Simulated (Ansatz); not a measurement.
`CBOC(C)=O` → `BOC(C)=O` + `[CH2]` (triplet) at 500 K and 1 bar (formal loss of a carbene).

Calculated with Ansatz (gas phase, PBE0-D4/def2-TZVP geometries, no zero-point term in ΔE). CBS: MP2 limit from def2 TZ/QZ plus the TZ coupled-cluster correction, frozen cores. This one scheme is used for every species. Triplets are unrestricted, without spin–orbit coupling. Each species was taken in one conformer, which may not be the lowest.

| species | CCSD(T)/CBS energy (Eh) | H − E (kJ/mol) | S (J/(mol·K)) |
| --- | --- | --- | --- |
| `CBOC(C)=O` | -293.56968 | 316.8 | 432.5 |
| `BOC(C)=O` | -254.28820 | 231.9 | 373.6 |
| `[CH2]` (triplet) | -39.09499 | 62.7 | 213.9 |

H − E and S are ideal-gas, rigid-rotor, harmonic terms from PBE0-D4/def2-TZVP, for one conformer and one mirror image of each species, with the whole ground term of open shells counted as degenerate. 1 Eh = 2625.50 kJ/mol, R = 8.31446 J/(mol·K).

**Question.** By hand: ΔE, ΔH, ΔS and ΔG.

**Answer.** ΔE = (-254.28820) + (-39.09499) − (-293.56968) = 0.18649 Eh = 489.6 kJ/mol. Δ(H − E) = 231.9 + 62.7 − 316.8 = -22.2, so ΔH = 467.4 kJ/mol. ΔS = 373.6 + 213.9 − 432.5 = 155.0 J/(mol·K). ΔG = 467.4 − 500 × (155.0)/1000 = 389.9 kJ/mol.

**Question.** By hand: the equilibrium constant, and the temperature at which ΔG would vanish if ΔH and ΔS stayed fixed.

**Answer.** log₁₀ K = −ΔG/(RT ln 10) = -40.7. ΔG = 0 at ΔH/ΔS = 3015 K, far beyond where these terms or the molecules hold.

The number of gas molecules changes by +1, which sets the sign of ΔS. A doubt of 5 kJ/mol in ΔE shifts log₁₀ K by 0.5 here. Other conformers and mirror images would add mixing entropy, several J/(mol·K) or more a flexible species. A triplet takes part, so the spin changes. These are equilibria of isolated gas molecules and say nothing of rates. Largest T1 diagnostic: 0.015 (customary marks: 0.02 for closed shells, 0.045 for open ones).
